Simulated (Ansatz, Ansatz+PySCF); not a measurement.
```xyz
5

C    -0.2284    0.2790   -0.3333
H    -1.3257    0.3469   -0.4387
H     0.2917    0.9161   -1.0706
F     0.1500   -0.9979   -0.5149
F     0.1171    0.6716    0.9048
```

Basis set: def2-SVP (spherical functions). Frozen core: 3 orbitals. Charge 0, multiplicity 3.

Computed with Ansatz (development build ahead of 0.2.0); each method stands on the lowest determinant of its kind that the runs found.

**Question.** Give the atomization energy at this shape (free ground-state atoms in the same class of orbitals less the molecule, no zero-point energy) of triplet CH₂F₂ by UHF-MP2, UHF.

**Answer.**

| method | atomization energy |
| --- | --- |
| UHF-MP2 | 7.91 eV |
| UHF | 2.89 eV |

Caution: another spin multiplicity may lie lower; the determinant breaks the point group. Caution for UHF-MP2: MP2 forces lie far from those of the mean fields.
